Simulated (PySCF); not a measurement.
**Excitation energy of P by level of theory**

P [Ne] 3s2 3p3 (4S) → P [Ne] 3s1 3p3 4s1 (6S), as a difference of total energies. Calculation: PySCF 2.14, in aug-cc-pCVQZ-DK (10s9p7d5f3g, 134 functions); scalar relativity by spin-free X2C-1e. Correlated levels: valence: [Ne] frozen; valence and next inner shell: 1s2 frozen; nothing frozen. The calculations carry no spin-orbit coupling.

```json
{"method": "UHF", "excitation energy (eV)": "10.639"}
{"method": "LDA", "excitation energy (eV)": "12.678"}
{"method": "PBE0", "excitation energy (eV)": "12.489"}
{"method": "r2SCAN", "excitation energy (eV)": "12.126"}
{"method": "r2SCANh", "excitation energy (eV)": "12.137"}
{"method": "M06-2X", "excitation energy (eV)": "12.943"}
{"method": "MP2 (valence)", "excitation energy (eV)": "12.212"}
{"method": "SCS-MP2 (valence)", "excitation energy (eV)": "12.722"}
{"method": "MP2 (valence and next inner shell)", "excitation energy (eV)": "12.403"}
{"method": "SCS-MP2 (valence and next inner shell)", "excitation energy (eV)": "12.863"}
{"method": "MP2 (all electrons)", "excitation energy (eV)": "12.398"}
{"method": "SCS-MP2 (all electrons)", "excitation energy (eV)": "12.861"}
```

Estimate what PBE gives.

12.589 eV, closest to LDA among the rows shown.

Estimate what PW91 gives.

12.610 eV, closest to LDA among the rows shown.

The upper state lies above the first ionisation limit, but in LS coupling its spin forbids autoionisation to the ground ion. A Rydberg-like electron needs more diffuse functions than a valence basis has.

The promoted electron is Rydberg-like, and one or two diffuse shells describe it only roughly, which tends to raise the upper state.
